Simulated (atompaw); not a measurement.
**molybdenum: one change to a PAW (atompaw) potential, before and after**

- Element: molybdenum (Mo)
- Generator: atompaw 4.2.0.5
- Type: PAW
- Functional: PBE
- Relativity: scalar-relativistic
- Frozen core: [Ar] 3d10 4s2
- Valence charge: 12
- Reference configuration: 4p6 4d4 5s2 5p0
- Partial waves: 5s (bound): rc 2.85 bohr; 5s channel at 1.7 Ry: rc 2.85 bohr; 4p (bound): rc 1.85 bohr; 5p (bound, empty): rc 2.85 bohr; 4d (bound): rc 2.85 bohr; 4d channel at 0.65 Ry: rc 2.85 bohr
- Local potential: troulliermartins scheme with l = 3 at 0 Ry, radius 2.85 bohr
- Core correction: smooth core density matched at 2.70 bohr
- Augmentation charge: sinc compensation charge, radius 2.75 bohr; PAW radius 2.85 bohr; waves and projectors: modrrkj vanderbiltortho

All-electron outer shells of the reference configuration (PBE, scalar-relativistic, ld1.x):

| shell | level (eV) | outermost node (bohr) | outermost maximum (bohr) |
| --- | --- | --- | --- |
| 3d | -223.96 | – | 0.32 |
| 4s | -67.10 | 0.51 | 0.99 |
| 4p | -41.09 | 0.52 | 1.06 |
| 4d | -5.65 | 0.53 | 1.35 |
| 5s | -4.88 | 1.33 | 2.86 |
| 5p | -1.43 | 1.52 | 3.81 |

Change: wave 4d (bound): rc 2.85 bohr becomes 4d (bound): rc 2.26 bohr.

Cutoffs: the cutoffs (Ry, on a coarse ladder) from which the occupation-weighted sum of valence levels, in a spherical-Bessel basis at the reference potential, stays within 10 and 1 mRy of its value at 400 Ry; they do not see the model core or the augmentation charge, which bear on the density cutoff.

Question: What does the change do?

Answer: The potential gets harder (21 Ry and 40 Ry → 30 Ry and 40 Ry); both files keep a bound ghost (s).

```csv
quantity,base,changed
"cutoff, loose",21 Ry,30 Ry
"cutoff, tight",40 Ry,40 Ry
loose cutoff by channel (10 mRy a level),"s 6 Ry, p 18 Ry, d 8 Ry","s 6 Ry, p 18 Ry, d 15 Ry"
bound ghosts,s,s
s: phases at 2.85 bohr within 0.05 rad from the reference energy up to (Ry; the scan ends near 5),-0.3,-0.3
p: phases at 2.85 bohr within 0.05 rad from the reference energy up to (Ry; the scan ends near 5),0.6,0.6
d: phases at 2.85 bohr within 0.05 rad from the reference energy up to (Ry; the scan ends near 5),-0.4,n/a
lowest overlap eigenvalue by channel,"s 0.02, p 1.00, d 1.00","s 0.02, p 1.00, d 0.74"
```

 A true bound ghost makes a file unfit for plane-wave use even where its test errors are small: the radial tests pick states by their node count and pass the ghost by. The cutoffs see the waves, projectors and local potential, not the compensation charge or the core.
